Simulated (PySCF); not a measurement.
**Continuum solvent and chemical shifts**

Molfile (atoms numbered from 1):
```
C4H8P2S
     RDKit          3D

 15 15  0  0  0  0  0  0  0  0999 V2000
    2.6744   -0.6701    0.4130 C   0  0  0  0  0  0  0  0  0  0  0  0
    1.5643    0.0541    0.5749 C   0  0  0  0  0  0  0  0  0  0  0  0
    0.4222    0.0391   -0.3556 C   0  0  2  0  0  0  0  0  0  0  0  0
   -0.3336    1.3423   -0.6620 C   0  0  0  0  0  0  0  0  0  0  0  0
   -1.2756    0.1779    0.3506 P   0  0  1  0  0  5  0  0  0  0  0  0
   -2.5785   -0.9410   -1.0244 P   0  0  0  0  0  0  0  0  0  0  0  0
   -1.6725    0.4347    2.2339 S   0  0  0  0  0  0  0  0  0  0  0  0
    3.4845   -0.6327    1.1450 H   0  0  0  0  0  0  0  0  0  0  0  0
    2.8112   -1.3263   -0.4523 H   0  0  0  0  0  0  0  0  0  0  0  0
    1.4534    0.6935    1.4586 H   0  0  0  0  0  0  0  0  0  0  0  0
    0.5229   -0.6527   -1.2002 H   0  0  0  0  0  0  0  0  0  0  0  0
   -0.6249    1.5292   -1.7005 H   0  0  0  0  0  0  0  0  0  0  0  0
    0.0076    2.2335   -0.1239 H   0  0  0  0  0  0  0  0  0  0  0  0
   -3.7561   -0.2810   -0.5592 H   0  0  0  0  0  0  0  0  0  0  0  0
   -2.7224   -2.0216   -0.1031 H   0  0  0  0  0  0  0  0  0  0  0  0
  1  2  2  0
  2  3  1  0
  3  4  1  0
  4  5  1  0
  5  6  1  6
  5  7  2  0
  5  3  1  0
  1  8  1  0
  1  9  1  0
  2 10  1  0
  3 11  1  6
  4 12  1  0
  4 13  1  0
  6 14  1  0
  6 15  1  0
M  END
```

GIAO PBE0/pcSseg-1 in PySCF 2.14.0 with density-fitted response routines on one PBE0-D3(BJ)/def2-SVP conformer, non-relativistic, equivalent nuclei averaged. Solvents enter as an IEF-PCM continuum (acetone with ε = 20.5, water with ε = 78.4) around the gas-phase geometry. Shifts are referred to TMS, CS2 computed in the same medium.

Gas phase, δ in ppm: C2 143.5, C1 125.5, C3 34.5, C4 24.6, S7 -246.2, H10 5.94, H8 5.62, H9 5.59, H14/H15 3.75, H11 1.92, H12 1.64, H13 1.23. Dipole moment 3.38 D.

(1) How does each δ change in the continuum?

(2) Which of the listed nuclei move most (in ppm), and what does the model miss?

Answers

(1) 
```tsv
atoms	environment	Δδ, acetone	Δδ, water
C2	alkene CH	+1.4	+1.4
C1	terminal =CH2 carbon	+1.8	+1.9
C3	three-membered-ring carbon	+1.8	+2.0
C4	three-membered-ring carbon	+1.6	+1.7
S7	sulfur bonded to P	-45.1	-47.7
H10	hydrogen on an alkene CH	-0.01	-0.02
H8	hydrogen on a terminal =CH2 carbon	+0.13	+0.14
H9	hydrogen on a terminal =CH2 carbon	+0.23	+0.25
H14/H15	hydrogen on a phosphorus bonded to P	+0.24	+0.25
H11	hydrogen on a three-membered-ring carbon	+0.41	+0.45
H12	hydrogen on a three-membered-ring carbon	+0.36	+0.38
H13	hydrogen on a three-membered-ring carbon	+0.30	+0.31
```

Changes are relative to the gas phase. The dipole moment becomes 5.21 D in acetone, 5.34 D in water.

(2) S7 (sulfur bonded to P, -47.7 ppm) in water. A continuum only polarises the solute; specific hydrogen bonds, the anisotropy of aromatic solvents and changes of geometry or conformer are outside it.
